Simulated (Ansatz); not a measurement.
Ga₂H₄⁻, relaxed as a doublet with UKS PBE0-D4/def2-TZVPD in Ansatz, starting from the GFN2-xTB geometry. Force threshold 0.02 eV/Å.

The highest occupied level of the charge -1 doublet lies above zero (up to 0.15 eV). It is a level of α spin, whose loss leaves a singlet; that state wasn't run at this geometry and level. The electron is either unbound and held by the finite basis, or the level is raised by self-interaction error. The relaxation made no stability test and no search for a lower SCF solution. The structure comes from a short search, and lower isomers may exist.

Start:

Cartesian coordinates in Å:
```
Ga -0.070 1.212 -0.931
Ga 0.044 -1.126 1.019
H -0.534 -3.047 0.829
H -1.413 2.718 -1.141
H 1.033 1.489 -2.604
H 0.939 -1.247 2.827
```

Estimate the energy that the relaxation releases and the steps that it takes.

75.6 kcal/mol, in 12 steps; 28 s on 4 threads of Arm Neoverse V1 on a shared host. No frequencies were taken in this run, so the end may be a saddle point.

Does the start keep its bonding?

Bonds formed: Ga1–H4, Ga1–H5, Ga2–H3, Ga2–H6 (atoms count from 1). Metal–metal contacts that move far: Ga1–Ga2 3.05 to 2.38 Å. The end is the same structure that another start reached, the lowest one found.

Predict the relaxed structure.


```csv
atom,x (Å),y (Å),z (Å)
Ga1,-0.0890,0.8915,-0.7818
Ga2,0.0911,-0.8907,0.7825
H3,0.4396,-2.4099,0.3937
H4,-0.4340,2.4119,-0.3943
H5,0.1139,0.7375,-2.3680
H6,-0.1215,-0.7402,2.3679
```
Bond lengths (bridged metal pairs left out): 1 × Ga–Ga 2.38 Å; 4 × Ga–H 1.61 Å.
